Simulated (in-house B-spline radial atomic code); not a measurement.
Br is squeezed into an impenetrable sphere of radius R (the orbitals vanish at R). No spin polarisation. Computed with a B-spline radial code for spherical atoms: non-relativistic Hartree-Fock, average of configuration, point nucleus.

Energies in eV above the free atom in [Ar] 3d10 4s2 4p5:

```tsv
R (bohr)	highest level (eV)	[Ar] 3d10 4s2 4p5	[Ar] 3d9 4s2 4p5 4f1	[Ne] 3s2 3p5 3d10 4s2 4p5 4f1	-dE/dV in [Ar] 3d10 4s2 4p5 (GPa)
8.2	-12.4	0.007284	83.38	198.9	0.0156
6.37	-12.3	0.1485	88.01	203.6	0.513
4.65	-10.8	2.443	98.79	214.3	16
4.5	-10.5	3.128	100.5	216.1	21.9
3.78	-7.55	10.43	114	229.5	107
2.95	2.28	44.48	159.6	274.9	796
2.76	6.78	62.96	182.2	297.4	1320
2.16	35.7	202.5	343.1	458	7750
1.9	63.5	354.7	511.8	630.5	19000
1.31	258	1609	1843	1967	239000
```

Q: Does [Ar] 3d9 4s2 4p5 4f1 fall below [Ar] 3d10 4s2 4p5 under compression?

A: No, it stays above over the whole range.

Q: Does [Ne] 3s2 3p5 3d10 4s2 4p5 4f1 fall below [Ar] 3d10 4s2 4p5 under compression?

A: No, it stays above over the whole range.

The highest level is first positive in the row R = 2.95 bohr, pushed up by confinement above the zero of the free ion's potential. Each configuration is held fixed and needn't be the lowest in the sphere.
